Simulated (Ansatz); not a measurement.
Start from `C/C=C/S` and change one atom or group to get `C/C=C/I`.

Ansatz, PBE0-D4/def2-TZVP geometries, multiplicity 1. Each molecule was computed in one conformer, which needn't be the lowest.

Elements past krypton have def2 core potentials.

| property | `C/C=C/S` |
| --- | --- |
| HOMO–LUMO gap (ωB97M-V/def2-TZVPP) / eV | 10.69 |
| HOMO–LUMO gap (PBE0/def2-TZVPP) / eV | 6.50 |
| LUMO energy (PBE/def2-TZVPP) / eV | -0.69 |
| LUMO energy (ωB97M-V/def2-TZVPP) / eV | 2.37 |
| HOMO energy (B3LYP/def2-TZVPP) / eV | -6.00 |
| HOMO–LUMO gap (PBE/def2-TZVPP) / eV | 4.45 |

Question: Give the same properties after the change, and the shifts. (An estimate is asked.)

Answer: Ansatz gave: 
| property | `C/C=C/I` | shift |
| --- | --- | --- |
| HOMO–LUMO gap (ωB97M-V/def2-TZVPP) / eV | 10.34 | -0.35 |
| HOMO–LUMO gap (PBE0/def2-TZVPP) / eV | 6.30 | -0.20 |
| LUMO energy (PBE/def2-TZVPP) / eV | -1.40 | -0.71 |
| LUMO energy (ωB97M-V/def2-TZVPP) / eV | 1.46 | -0.91 |
| HOMO energy (B3LYP/def2-TZVPP) / eV | -6.56 | -0.56 |
| HOMO–LUMO gap (PBE/def2-TZVPP) / eV | 4.32 | -0.13 |

With PBE0 the HOMO falls by 0.57 eV and the LUMO falls by 0.76 eV, so the gap narrows by about 0.19 eV. PBE moves the HOMO by -0.58 eV and ωB97M-V by -0.55 eV. The zero-point energy changes by -25.1 kJ/mol with -3 modes.

B3LYP here is the variant with VWN-RPA as its local correlation; programs differ in this.

Spin–orbit coupling is left out; it splits and shifts lone-pair levels of the heavy atoms by tenths of an eV.
